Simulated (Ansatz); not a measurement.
Geometry optimisation, Ansatz, RKS B3LYP/def2-SVP.

The input (input.yaml):

```yaml
crystal:
  periodic: [false, false, false]
  atoms:
    - { symbol: F, position_ang: [-1.3554, -2.0748, -0.2302] }
    - { symbol: C, position_ang: [-0.7586, -1.0351, 0.4041] }
    - { symbol: F, position_ang: [0.0348, -1.6183, 1.2896] }
    - { symbol: "N", position_ang: [0.092, -0.3098, -0.5739] }
    - { symbol: Si, position_ang: [0.8685, 1.0793, -0.2125] }
    - { symbol: H, position_ang: [-1.4987, -0.4071, 0.9282] }
    - { symbol: H, position_ang: [-0.5624, -0.1606, -1.3611] }
    - { symbol: H, position_ang: [1.8879, 0.8218, 0.8644] }
    - { symbol: H, position_ang: [-0.1375, 2.0835, 0.3057] }
    - { symbol: H, position_ang: [1.08149, -0.48095, -0.84448] }
basis:
  gaussian: { orbitals: def2-SVP }
hamiltonian:
  xc: b3lyp
relax:
  f_tol: 0.02
  max_steps: 50
```

Command:

```bash
$ ansatz run input.yaml --threads 2 --pin off --max-ram 3072MiB --backend cpu --events-out ev --progress --plain --runs-dir out
```

Where does it end, and by what steps?

It converged. After 12 steps the energy has fallen by 2.867 eV; H10 moved furthest, 0.63 Å. The start is strongly strained (largest force component 9 eV/Å).

```csv
step,energy less start (eV),largest force component (eV/Å),accepted
0,0.0000,9.395,yes
1,-1.4939,5.462,yes
2,-2.4557,1.776,yes
3,-2.5884,2.323,yes
4,-2.8253,1.067,yes
5,-2.8524,0.336,yes
6,-2.8544,0.402,yes
7,-2.8392,0.589,no
8,-2.8634,0.115,yes
9,-2.8657,0.020,yes
10,-2.8658,0.101,yes
11,-2.8666,0.026,yes
12,-2.8667,0.012,yes
```

```xyz
10
Properties=species:S:1:pos:R:3
F -1.458 -1.953 -0.134
C -0.633 -1.019 0.403
F 0.231 -1.646 1.209
N 0.122 -0.362 -0.655
Si 1.102 1.466 -0.208
H -1.227 -0.280 0.963
H -0.514 -0.132 -1.424
H 1.485 0.887 1.155
H -0.266 1.962 0.291
H 0.810 -1.024 -1.029
```

Time of the run: 14 s on 2 threads of AMD EPYC 9R45 96-Core Processor (Zen 5), with other jobs on the host, peak memory 0.22 GiB.
